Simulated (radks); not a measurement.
Q: The mean radii <r> (bohr) of the occupied orbitals of an atom or ion are listed with their occupations. All-electron calculation, non-relativistic Kohn-Sham, r2SCAN, spin-unpolarised, spherical densities, point nucleus; meta-GGA in the generalised Kohn-Sham scheme. Program: a radial shooting solver on a logarithmic mesh with Libxc functionals.

orbital  occ.      <r>
1s          2  0.07361
2s          2   0.3446
2p          6   0.3078
3s          2    1.039
3p          5    1.092

Name the element and its charge.

A: Z = 21, scandium, charge +4: Sc4+ in [Ne] 3s2 3p5. The 1s radius gives Z: for a bare nucleus <r> = 1.5/Z, 0.07143 bohr for Z = 21, and screening makes it slightly larger (0.07361 here). The occupations add up to 17, and the charge is Z minus that.
